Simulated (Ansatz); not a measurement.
```yaml
crystal:
  periodic: [false, false, false]
  atoms:
    - {symbol: C, position_ang: [-0.471680, -1.364954, -0.464894]}
    - {symbol: S, position_ang: [0.340900, 0.120834, -1.045350]}
    - {symbol: C, position_ang: [1.114261, 0.129288, 0.377776]}
    - {symbol: B, position_ang: [-1.178264, 1.128787, -0.079871]}
    - {symbol: F, position_ang: [-0.658286, 2.333711, -0.094320]}
    - {symbol: F, position_ang: [-1.925793, 1.404029, -1.160575]}
    - {symbol: F, position_ang: [-1.102559, 1.017028, 1.315818]}
    - {symbol: H, position_ang: [-1.349050, -1.487689, -1.065614]}
    - {symbol: H, position_ang: [-0.659119, -1.361303, 0.252908]}
    - {symbol: H, position_ang: [0.013666, -2.334619, -0.636248]}
    - {symbol: H, position_ang: [2.159495, 0.879957, -0.063384]}
    - {symbol: H, position_ang: [1.077986, 0.031760, 1.361820]}
    - {symbol: H, position_ang: [2.317907, -0.435901, 0.246669]}
basis:
  gaussian: {orbitals: "6-31G*"}
hamiltonian: {xc: {name: HSE06}, dispersion: d3bjatm}
relax: {f_tol: 0.0001, max_steps: 1}
```

```sh
$ ansatz run in.yaml --threads 4 --pin off --events-out ev --progress --plain --max-ram 11315MiB
```

Shortened log:

```
Functional definition: HSE06
1282 factors; integrals over basis functions are off by at most 5.4e-4 eV
138 factors; integrals over basis functions are off by at most 1.8e-7 eV
mean field evaluation 1: about -21800.3746 eV, gradient 7.2e1 eV
mean field evaluation 2: about -21788.6988 eV, gradient 1.0e2 eV
mean field evaluation 4: about -21810.5175 eV, gradient 5.2e0 eV
mean field evaluation 8: about -21810.6162 eV, gradient 1.0e-1 eV
mean field evaluation 16: about -21810.6163 eV, gradient 4.7e-5 eV
mean field -21810.61625296 eV, -801.5253635297 hartree, gradient 4.7e-5 eV, S^2 0.000000; 0 other end points of the search recorded, 0 dependent functions left out
reference -21810.61627869 eV, -801.5253644752 hartree; 33, 33 occupied and 88, 88 virtual orbitals, 1282 factors
relax step   1: F+E_penalty+E_count = -21810.82152369 eV  Δ(F+E_penalty+E_count) = +0.000e0 eV  max|allowed force component| = 3.760e1 eV/Å  Δτ_max = 0.0000 Å  (26 SCF iters, accepted)
Error: geometry relaxation did not converge after 1 steps: max|allowed force component| = 3.76e1 eV/Å (threshold 1.0e-4). Raise `relax.max_steps` over both its present limit and 1, loosen `relax.f_tol`, or start from a geometry closer to equilibrium. Where this run's directory can be resumed (`checkpoint.write`), a resume goes on for up to `relax.max_steps` more
```

**Question.** Something in this input is off. What?

**Answer.** The relaxation is allowed too few steps for its threshold. No converged result was reached.

HSE06 is defined as in plane-wave codes.
